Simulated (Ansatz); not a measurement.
Name a neutral molecule of Al, Cl, N and H with LUMO energy (ωB97M-V/def2-TZVPP) between 1.40 and 1.70 eV and HOMO–LUMO gap (B3LYP/def2-TZVPP) between 6.60 and 6.90 eV (Ansatz, PBE0-D4/def2-TZVP geometry).

`[NH2][Al]([NH2])[Cl]` (1.42 eV, 6.62 eV). Other molecules can fit too; these were computed, each in one conformer that needn't be the lowest.

B3LYP here is the variant with VWN-RPA as its local correlation; programs differ in this.
